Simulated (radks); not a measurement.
The numbers below are computed, except where a source is named.
Removal energies from the scandium ion Sc11+, [Ne], by Delta-SCF beside the eigenvalue of the level emptied. Code: a radial shooting solver on a logarithmic mesh with Libxc functionals. Model: scalar-relativistic Kohn-Sham, PBE, spin-polarised, spherical densities, finite nucleus; Fermi nuclear charge, rms radius of each element as measured or else 0.836 A^(1/3) + 0.57 fm. Open shells are filled with parallel spins first.

removed from  final configuration  Delta-SCF (eV)  -eigenvalue (eV)
2p                   [He] 2s2 2p5          687.73            652.81
2s                   [He] 2s1 2p6          767.41            736.36
1s                    1s1 2s2 2p6          4794.2            4679.3
